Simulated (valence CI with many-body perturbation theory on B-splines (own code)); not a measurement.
Results of a calculation; reference values are marked as such.
## Energy levels of Tl LXXIV

Level of theory: configuration interaction combined with many-body perturbation theory (CI+MBPT): six valence electrons over a frozen Dirac-Fock core [He], a basis of 9 s, 9 p, 8 d, 6 f, 3 g, 1 h functions for each j, with the one-electron correlation potential Σ1 (screened to all orders), the two-electron term Σ2, the three-electron term Σ3, Breit, model QED; selected single and double excitations, second order for the rest, scaled by the run's own slope (own B-spline code, finite nucleus).

The last digits are not significant, and no measured levels were compared; by estimate large intervals hold to a few tenths of a per cent, small ones and those within an open d or f shell to about a per cent. Among the levels kept, up to 1900 cm⁻¹ of a level comes from second order outside the variational space, and about a tenth of that is noise between levels of different J, which matters for small intervals.

Levels 1 to 45 of 50, with energies above the lowest level, (2s^2 2p1/2^2 2p3/2^2) J=2. "Leading %" is the weight of the configuration and term that name the level; weights of strongly mixed levels are sums over their largest components and can fall short, and the name can then belong to a minority configuration. In the jj column 3d3/2^4 stands for four electrons in 3d with j = 3/2.

```
No.  Configuration  Term  J  E (Ry)  Leading %      g                        Leading jj     Second component
  1        2s2 2p4    3P  2    0.00         68  1.296      2s^2 2p1/2^2 2p3/2^2 (100 %)      32 % 2s2 2p4 1D
  2        2s2 2p4    1S  0    5.14         65             2s^2 2p1/2^2 2p3/2^2 (100 %)      34 % 2s2 2p4 3P
  3        2s2 2p4    3P  1  156.87        100  1.463        2s^2 2p1/2 2p3/2^3 (100 %)                     
  4        2s2 2p4    1D  2  158.23         68  1.114        2s^2 2p1/2 2p3/2^3 (100 %)      32 % 2s2 2p4 3P
  5         2s 2p5   3P°  2  191.43        100  1.454        2s 2p1/2^2 2p3/2^3 (100 %)                     
  6         2s 2p5   1P°  1  198.48         64  1.142        2s 2p1/2^2 2p3/2^3 (100 %)      36 % 2s 2p5 3P°
  7        2s2 2p4    3P  0  317.50         65                     2s^2 2p3/2^4 (100 %)      34 % 2s2 2p4 1S
  8         2s 2p5   3P°  0  349.35        100                 2s 2p1/2 2p3/2^4 (100 %)                     
  9         2s 2p5   3P°  1  352.33         64  1.260          2s 2p1/2 2p3/2^4 (100 %)      36 % 2s 2p5 1P°
 10            2p6    1S  0  392.98         99                   2p1/2^2 2p3/2^4 (99 %)                     
 11     2s2 2p3 3s   3P°  2  762.41         49  1.472     2s^2 2p1/2^2 2p3/2 3s (100 %)  24 % 2s2 2p3 3s 5S°
 12     2s2 2p3 3s   1P°  1  763.16         33  1.128     2s^2 2p1/2^2 2p3/2 3s (100 %)  28 % 2s2 2p3 3s 3D°
 13     2s2 2p3 3p    3P  1  772.82         33  1.459  2s^2 2p1/2^2 2p3/2 3p1/2 (100 %)   20 % 2s2 2p3 3p 5P
 14     2s2 2p3 3p    3D  2  772.89         26  1.139  2s^2 2p1/2^2 2p3/2 3p1/2 (100 %)   20 % 2s2 2p3 3p 3F
 15     2s2 2p3 3p    3D  3  817.80         51  1.309  2s^2 2p1/2^2 2p3/2 3p3/2 (100 %)   24 % 2s2 2p3 3p 5P
 16     2s2 2p3 3p    3P  1  817.86         34  1.318  2s^2 2p1/2^2 2p3/2 3p3/2 (100 %)   27 % 2s2 2p3 3p 1P
 17     2s2 2p3 3p    3P  2  820.27         45  1.304  2s^2 2p1/2^2 2p3/2 3p3/2 (100 %)   17 % 2s2 2p3 3p 1D
 18     2s2 2p3 3p    3P  0  822.48         69         2s^2 2p1/2^2 2p3/2 3p3/2 (100 %)   31 % 2s2 2p3 3p 1S
 19     2s2 2p3 3d   3D°  2  827.74         33  1.026  2s^2 2p1/2^2 2p3/2 3d3/2 (100 %)  19 % 2s2 2p3 3d 3F°
 20     2s2 2p3 3d   3F°  3  828.39         27  1.054   2s^2 2p1/2^2 2p3/2 3d3/2 (99 %)  22 % 2s2 2p3 3d 3G°
 21     2s2 2p3 3d   3D°  1  828.72         36  1.059  2s^2 2p1/2^2 2p3/2 3d3/2 (100 %)  27 % 2s2 2p3 3d 3P°
 22     2s2 2p3 3d   3P°  0  829.12         65         2s^2 2p1/2^2 2p3/2 3d3/2 (100 %)  24 % 2s2 2p3 3d 5D°
 23     2s2 2p3 3d   3F°  4  838.81         52  1.228  2s^2 2p1/2^2 2p3/2 3d5/2 (100 %)  24 % 2s2 2p3 3d 5D°
 24     2s2 2p3 3d   3D°  2  839.78         34  1.210  2s^2 2p1/2^2 2p3/2 3d5/2 (100 %)  22 % 2s2 2p3 3d 3P°
 25     2s2 2p3 3d   3D°  3  841.04         48  1.203   2s^2 2p1/2^2 2p3/2 3d5/2 (99 %)  16 % 2s2 2p3 3d 1F°
 26     2s2 2p3 3d   3D°  1  842.15         31  1.081  2s^2 2p1/2^2 2p3/2 3d5/2 (100 %)  29 % 2s2 2p3 3d 1P°
 27     2s2 2p3 3s   5S°  2  918.10         55  1.570     2s^2 2p1/2 2p3/2^2 3s (100 %)  35 % 2s2 2p3 3s 3D°
 28     2s2 2p3 3s   3S°  1  919.11         55  1.290     2s^2 2p1/2 2p3/2^2 3s (100 %)  44 % 2s2 2p3 3s 3D°
 29     2s2 2p3 3s   3D°  3  919.89        100  1.291     2s^2 2p1/2 2p3/2^2 3s (100 %)                     
 30     2s2 2p3 3s   1D°  2  920.65         67  1.010     2s^2 2p1/2 2p3/2^2 3s (100 %)  32 % 2s2 2p3 3s 3D°
 31     2s2 2p3 3s   3P°  0  924.53        100            2s^2 2p1/2 2p3/2^2 3s (100 %)                     
 32     2s2 2p3 3s   3P°  1  924.79         67  1.291     2s^2 2p1/2 2p3/2^2 3s (100 %)  33 % 2s2 2p3 3s 1P°
 33     2s2 2p3 3p    5P  1  928.21         46  1.627  2s^2 2p1/2 2p3/2^2 3p1/2 (100 %)   22 % 2s2 2p3 3p 3D
 34     2s2 2p3 3p    3F  2  928.79         34  1.186  2s^2 2p1/2 2p3/2^2 3p1/2 (100 %)   21 % 2s2 2p3 3p 5P
 35     2s2 2p3 3p    3F  3  929.98         44  1.070  2s^2 2p1/2 2p3/2^2 3p1/2 (100 %)   33 % 2s2 2p3 3p 1F
 36     2s2 2p3 3p    3P  2  933.54         50  1.288  2s^2 2p1/2 2p3/2^2 3p1/2 (100 %)   22 % 2s2 2p3 3p 1D
 37     2s2 2p3 3p    3D  1  934.46         74  0.623  2s^2 2p1/2 2p3/2^2 3p1/2 (100 %)   22 % 2s2 2p3 3p 1P
 38     2s2 2p3 3p    3P  0  938.60         65         2s^2 2p1/2 2p3/2^2 3p1/2 (100 %)   34 % 2s2 2p3 3p 1S
 39      2s 2p4 3s    5P  3  947.82         69  1.520      2s 2p1/2^2 2p3/2^2 3s (99 %)    31 % 2s 2p4 3s 3D
 40      2s 2p4 3s    3P  2  950.37         58  1.357      2s 2p1/2^2 2p3/2^2 3s (99 %)    18 % 2s 2p4 3s 3D
 41      2s 2p4 3s    3S  1  957.05         65  1.971      2s 2p1/2^2 2p3/2^2 3s (99 %)    21 % 2s 2p4 3s 5P
 42      2s 2p4 3s    3D  1  957.67         34  0.960      2s 2p1/2^2 2p3/2^2 3s (99 %)    34 % 2s 2p4 3s 1P
 43      2s 2p4 3s    3P  2  958.25         57  1.347      2s 2p1/2^2 2p3/2^2 3s (99 %)    19 % 2s 2p4 3s 1D
 44      2s 2p4 3p   5P°  2  958.84         29  1.565  2s 2p1/2^2 2p3/2^2 3p1/2 (100 %)   18 % 2s 2p4 3p 5S°
 45      2s 2p4 3p   3D°  3  958.90         41  1.301  2s 2p1/2^2 2p3/2^2 3p1/2 (100 %)   23 % 2s 2p4 3p 5D°
```

The ionisation energy to 2s2 2p3 2P°_3/2 of the next ion comes out as 19842 eV (NIST: 19840 ± 90 eV (theoretical)). All 50 levels together are meant to be complete up to 970.88 Ry.
